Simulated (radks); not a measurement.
Q: All-electron atom: the dysprosium ion Dy56+ in [Ne]. Method: Dirac Kohn-Sham, LB94 model potential, spin-unpolarised, spherical densities, finite nucleus; Fermi nuclear charge, rms radius 5.2218 fm; computed with a radial shooting solver on a logarithmic mesh with Libxc functionals. Some entries of the table are withheld. Estimate them.

orbital  occ.  eigenvalue (Ry)  r(max) (bohr)  <r> (bohr)
1s1/2       2        -4288.557            (1)         (2)
2s1/2       2        -974.1636        0.07555     0.08770
2p1/2       2        -947.1488        0.05670         (3)
2p3/2       4        -885.6715        0.06264         (4)

A: 
(1) 1s1/2 r(max) (bohr): 0.01336
(2) 1s1/2 <r> (bohr): 0.02107
(3) 2p1/2 <r> (bohr): 0.07291
(4) 2p3/2 <r> (bohr): 0.07968
